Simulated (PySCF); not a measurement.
# How methods differ on the excitation energy of B⁺

B⁺ [He] 2s2 (1S) → B⁺ [He] 2s1 2p1 (3P), as a difference of total energies. Computed with PySCF 2.14 in aug-cc-pwCVTZ (7s6p4d2f, 59 functions), with no relativity, point nucleus. Correlated levels: valence: 1s2 frozen. The calculations carry no spin-orbit coupling.

```csv
method,excitation energy (eV),error (eV)
UHF,3.143,-1.488
MP2 (valence),4.065,-0.566
SCS-MP2 (valence),4.328,-0.303
CCSD (valence),4.654,+0.023
```

Reference: 4.631 eV (measured; NIST levels, between the centres of gravity of the two terms).

Errors of the correlated levels include the incompleteness of this basis and the frozen core.

With two correlated electrons CCSD is exact in that space.
